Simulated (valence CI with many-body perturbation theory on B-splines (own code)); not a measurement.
# Rh XXXIX: calculated level list

Computed by configuration interaction combined with many-body perturbation theory (CI+MBPT): five valence electrons over a frozen Dirac-Fock core [He], radial functions for each j: 11 s, 11 p, 10 d, 8 f, 5 g, 2 h, with the one-electron correlation potential Σ1 (screened to all orders), the two-electron term Σ2, the three-electron term Σ3, Breit, model QED; selected single and double excitations, second order for the rest, scaled by the run's own slope (own B-spline code, finite nucleus).

No measured spectrum was set against this ion. As an estimate, large intervals hold to a few tenths of a per cent, small ones and those within an open d or f shell to about a per cent. Among the levels kept, up to 11000 cm⁻¹ of a level comes from second order outside the variational space, and about a tenth of that is noise between levels of different J, which matters for small intervals.

Levels 46 to 90 of 203, with energies above the lowest level, (2s^2 2p1/2^2 2p3/2) J=3/2. "Leading %" is the weight of the configuration and term that name the level; weights of strongly mixed levels are sums over their largest components and can fall short, so below about 35 % the name and the second component can differ from the true leading terms, or belong to a minority configuration. In the jj column 3d3/2^4 stands for four electrons in 3d with j = 3/2.

| No. | Configuration | Term | J | E (× 10³ cm⁻¹) | Leading % | g | Leading jj |
| --- | --- | --- | --- | --- | --- | --- | --- |
| 46 | 2s²2p²3d | ⁴D | 3/2 | 27444 | 37 | 1.128 | 2s^2 2p1/2 2p3/2 3d5/2 (62 %) |
| 47 | 2s²2p²3d | ²G | 9/2 | 27484 | 56 | 1.199 | 2s^2 2p1/2 2p3/2 3d5/2 (98 %) |
| 48 | 2s²2p²3d | ⁴D | 5/2 | 27498 | 37 | 1.163 | 2s^2 2p1/2 2p3/2 3d5/2 (54 %) |
| 49 | 2s²2p²3d | ⁴P | 3/2 | 27502 | 44 | 1.392 | 2s^2 2p1/2 2p3/2 3d3/2 (69 %) |
| 50 | 2s²2p²3d | ⁴P | 1/2 | 27522 | 42 | 1.905 | 2s^2 2p1/2 2p3/2 3d3/2 (94 %) |
| 51 | 2s²2p²3d | ²D | 5/2 | 27586 | 58 | 1.214 | 2s^2 2p1/2 2p3/2 3d5/2 (84 %) |
| 52 | 2s²2p²3s | ²S | 1/2 | 27606 | 38 | 1.510 | 2s^2 2p3/2^2 3s (52 %) |
| 53 | 2s²2p²3d | ²F | 7/2 | 27611 | 59 | 1.100 | 2s^2 2p1/2 2p3/2 3d5/2 (89 %) |
| 54 | 2s²2p²3d | ²D | 3/2 | 27622 | 59 | 0.975 | 2s^2 2p1/2 2p3/2 3d5/2 (94 %) |
| 55 | 2s2p³3p | ⁶P | 3/2 | 27638 | 37 | 1.822 | 2s 2p1/2^2 2p3/2 3p1/2 (86 %) |
| 56 | 2s2p³3s | ⁴D° | 1/2 | 27642 | 45 | 0.685 | 2s 2p1/2^2 2p3/2 3s (92 %) |
| 57 | 2s2p³3p | ⁶P | 5/2 | 27658 | 27 | 1.478 | 2s 2p1/2^2 2p3/2 3p1/2 (83 %) |
| 58 | 2s2p³3s | ²P° | 3/2 | 27666 | 27 | 1.352 | 2s 2p1/2^2 2p3/2 3s (93 %) |
| 59 | 2s²2p²3d | ²P | 1/2 | 27676 | 37 | 1.464 | 2s^2 2p1/2 2p3/2 3d5/2 (52 %) |
| 60 | 2s²2p²3p | ²P° | 3/2 | 27855 | 26 | 1.419 | 2s^2 2p3/2^2 3p1/2 (95 %) |
| 61 | 2s²2p²3p | ²D° | 5/2 | 27883 | 45 | 1.181 | 2s^2 2p3/2^2 3p1/2 (96 %) |
| 62 | 2s2p³3p | ⁶P | 7/2 | 27975 | 48 | 1.524 | 2s 2p1/2^2 2p3/2 3p3/2 (91 %) |
| 63 | 2s2p³3p | ⁴P | 3/2 | 28027 | 42 | 1.615 | 2s 2p1/2^2 2p3/2 3p3/2 (91 %) |
| 64 | 2s2p³3p | ⁴D | 1/2 | 28034 | 38 | 1.044 | 2s 2p1/2^2 2p3/2 3p1/2 (78 %) |
| 65 | 2s2p³3p | ²D | 3/2 | 28060 | 30 | 0.916 | 2s 2p1/2^2 2p3/2 3p1/2 (93 %) |
| 66 | 2s²2p²3p | ²P° | 1/2 | 28089 | 61 | 0.902 | 2s^2 2p3/2^2 3p1/2 (53 %) |
| 67 | 2s2p³3p | ⁴P | 5/2 | 28098 | 38 | 1.482 | 2s 2p1/2^2 2p3/2 3p3/2 (88 %) |
| 68 | 2s²2p²3p | ²D° | 5/2 | 28126 | 52 | 1.293 | 2s^2 2p3/2^2 3p3/2 (96 %) |
| 69 | 2s²2p²3p | ⁴D° | 7/2 | 28130 | 54 | 1.301 | 2s^2 2p3/2^2 3p3/2 (94 %) |
| 70 | 2s2p³3p | ⁴P | 1/2 | 28138 | 42 | 1.816 | 2s 2p1/2^2 2p3/2 3p3/2 (76 %) |
| 71 | 2s²2p²3p | ²P° | 1/2 | 28179 | 78 | 0.954 | 2s^2 2p3/2^2 3p3/2 (54 %) |
| 72 | 2s2p³3s | ⁴D° | 5/2 | 28294 | 46 | 1.596 | 2s 2p1/2 2p3/2^2 3s (90 %) |
| 73 | 2s²2p²3p | ²P° | 3/2 | 28344 | 56 | 1.298 | 2s^2 2p3/2^2 3p3/2 (85 %) |
| 74 | 2s2p³3s | ⁴S° | 3/2 | 28415 | 29 | 1.400 | 2s 2p1/2 2p3/2^2 3s (71 %) |
| 75 | 2s2p³3p | ²D | 5/2 | 28424 | 23 | 1.222 | 2s 2p1/2^2 2p3/2 3p3/2 (93 %) |
| 76 | 2s2p³3d | ⁶D° | 5/2 | 28432 | 38 | 1.382 | 2s 2p1/2^2 2p3/2 3d3/2 (88 %) |
| 77 | 2s2p³3d | ⁶D° | 3/2 | 28444 | 46 | 1.548 | 2s 2p1/2^2 2p3/2 3d3/2 (89 %) |
| 78 | 2s2p³3d | ⁶D° | 7/2 | 28444 | 40 | 1.385 | 2s 2p1/2^2 2p3/2 3d3/2 (66 %) |
| 79 | 2s2p³3d | ⁶D° | 1/2 | 28449 | 49 | 2.686 | 2s 2p1/2^2 2p3/2 3d3/2 (89 %) |
| 80 | 2s²2p²3p | ²P° | 3/2 | 28457 | 48 | 1.318 | 2s^2 2p3/2^2 3p3/2 (83 %) |
| 81 | 2s2p³3p | ⁴D | 3/2 | 28482 | 23 | 1.206 | 2s 2p1/2^2 2p3/2 3p3/2 (92 %) |
| 82 | 2s2p³3d | ⁶D° | 9/2 | 28506 | 48 | 1.408 | 2s 2p1/2^2 2p3/2 3d5/2 (91 %) |
| 83 | 2s2p³3p | ⁴P | 1/2 | 28510 | 50 | 1.827 | 2s 2p1/2^2 2p3/2 3p3/2 (92 %) |
| 84 | 2s2p³3s | ⁴D° | 7/2 | 28520 | 91 | 1.407 | 2s 2p1/2 2p3/2^2 3s (91 %) |
| 85 | 2s2p³3s | ²D° | 5/2 | 28616 | 40 | 1.283 | 2s 2p1/2 2p3/2^2 3s (54 %) |
| 86 | 2s2p³3s | ²D° | 5/2 | 28640 | 34 | 1.292 | 2s 2p1/2^2 2p3/2 3d5/2 (49 %) |
| 87 | 2s2p³3d | ⁴D° | 3/2 | 28651 | 39 | 1.090 | 2s 2p1/2^2 2p3/2 3d5/2 (78 %) |
| 88 | 2s²2p²3d | ²D | 3/2 | 28669 | 36 | 1.137 | 2s^2 2p3/2^2 3d3/2 (93 %) |
| 89 | 2s²2p²3d | ⁴D | 5/2 | 28674 | 26 | 1.207 | 2s^2 2p3/2^2 3d3/2 (84 %) |
| 90 | 2s²2p²3d | ²P | 1/2 | 28683 | 64 | 0.973 | 2s^2 2p3/2^2 3d3/2 (69 %) |
